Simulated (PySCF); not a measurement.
What does the PBE0-D3(BJ)/def2-SVP structure of `N#CC(C#N)O[SiH3]` look like in three dimensions?

```xyz
11
C3H4N2OSi angstrom
N     -1.1980    2.1636    1.1655
C     -1.0857    1.1035    0.7191
C     -0.8406   -0.2482    0.1671
C     -2.0583   -0.7524   -0.4937
N     -3.0009   -1.1811   -1.0052
O      0.2177   -0.2692   -0.7237
Si     1.8395   -0.0221   -0.3034
H     -0.6607   -0.9125    1.0397
H      2.6137   -0.4670   -1.4870
H      2.1334   -0.8546    0.9022
H      2.0778    1.4151    0.0049
```

Any rigid rotation of these coordinates is as good. Atoms count from 1 in this order. O6 (silyl ether oxygen) is bent (angle 124.8°). Si7 (oxygen-bound silicon) is distorted tetrahedral (angles from 105.0° to 112.0°).

Bonds between heavy atoms (Å): N1≡C2 1.156, C2–C3 1.480, C3–C4 1.474, C4≡N5 1.155, C3–O6 1.383, O6–Si7 1.693.

Computed with PBE0-D3(BJ)/def2-SVP geometry optimisation, gas phase (PySCF 2.14.0).

Point group: C1 (no symmetry element, even within 0.4 Å). No PBE0-D3(BJ)/def2-SVP frequencies stand behind this structure, so it isn't proved a minimum. One conformer, not necessarily the lowest (C2–C3–O6–Si7 68°).
